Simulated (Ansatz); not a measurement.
H$_{3}$B (SMILES B), singlet, at a GFN2-xTB geometry, atoms displaced at random by about 0.08 Å a coordinate; B3LYP/STO-3G, gradient in Ansatz (a program for electronic structure).

Here is a job for Ansatz.
Ansatz 0.2 input:
```yaml
crystal:
  periodic: [false, false, false]
  atoms:
    - {symbol: B, position_ang: [-0.01797385, 0.00737733, -0.03705591]}
    - {symbol: H, position_ang: [-0.97081820, 0.06109201, -0.22438703]}
    - {symbol: H, position_ang: [0.35273531, -0.54634549, 0.93505184]}
    - {symbol: H, position_ang: [0.74714142, 0.69460562, -0.65970309]}
basis:
  gaussian:
    orbitals: STO-3G
hamiltonian:
  xc: b3lyp
output: {forces: true}
```

The log (banner, timings and long lists left out):

```
Functional definition: B3LYP
101 factors; integrals over basis functions are off by at most 8.7e-6 eV
mean field evaluation 1: about -714.4098 eV, gradient 6.7e0 eV
mean field evaluation 2: about -714.5436 eV, gradient 2.9e0 eV
mean field evaluation 4: about -714.5735 eV, gradient 1.0e-1 eV
mean field evaluation 8: about -714.5428 eV, gradient 1.8e-4 eV
mean field -714.54278036 eV, -26.2589628436 hartree, gradient 2.0e-5 eV, S^2 0.000000; 0 other end points of the search recorded, 0 dependent functions left out
the calculation of the forces begins
reference -714.54288944 eV, -26.2589668525 hartree; 4, 4 occupied and 4, 4 virtual orbitals, 101 factors
Total energy: -714.54288944 eV, -26.2589668525 hartree
Atom 0 at    -0.017974     0.007377    -0.037056 Å, force    10.600959     0.719352     2.353574 eV/Å
Atom 1 at    -0.970818     0.061092    -0.224387 Å, force   -10.202519     0.244241    -2.281576 eV/Å
Atom 2 at     0.352735    -0.546345     0.935052 Å, force     0.072712    -0.146834    -0.396545 eV/Å
Atom 3 at     0.747141     0.694606    -0.659703 Å, force    -0.471153    -0.816759     0.324547 eV/Å
Dipole moment:     0.001907    -0.035413    -0.025050 e Å
```
